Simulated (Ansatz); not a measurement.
Gas-phase electronic energies from Ansatz, PBE0-D4/def2-TZVP geometries. CBS: MP2 limit from def2 TZ/QZ plus the TZ coupled-cluster correction, frozen cores. This one scheme is used for every species. DFT in def2-TZVPP. B3LYP here is the variant with VWN-RPA as its local correlation; programs differ in this. For Ge outer-core shells are correlated without core-valence functions, which leaves a few kJ/mol of doubt a bond. Scalar relativity is left out up to krypton. One conformer a species, not always the lowest.

Reaction (substitution at a C–N bond): `CN=O` + `[OH][Ge][OH]` → `C[O][Ge][OH]` + `N=O`

```json
{"level": "PBE0-D4", "ΔE (kcal/mol)": "16.3"}
{"level": "B2PLYP", "ΔE (kcal/mol)": "15.8"}
{"level": "PBE0", "ΔE (kcal/mol)": "16.8"}
{"level": "B3LYP", "ΔE (kcal/mol)": "16.3"}
{"level": "MP2/def2-TZVPP", "ΔE (kcal/mol)": "15.4"}
{"level": "CCSD/def2-TZVPP", "ΔE (kcal/mol)": "14.3"}
{"level": "HF/CBS(def2)", "ΔE (kcal/mol)": "15.3"}
{"level": "MP2/CBS(def2)", "ΔE (kcal/mol)": "16.4"}
```

(1) What does CCSD(T)/CBS give? (Best estimate.)

Largest T1 diagnostic among the species: 0.015.

## Answers

(1) The calculation gave: +15.3 kcal/mol. The listed levels differ from it by 1.0, 0.5, 1.5, 1.0, 0.1, -1.0, 0.0, 1.1 kcal/mol.

The D4 term adds −1.0 kcal/mol with B3LYP and −0.6 kcal/mol with PBE0; it sums over pairs of atoms, weighted by their polarisabilities, and B3LYP, whose exchange is more repulsive, gets the larger term.
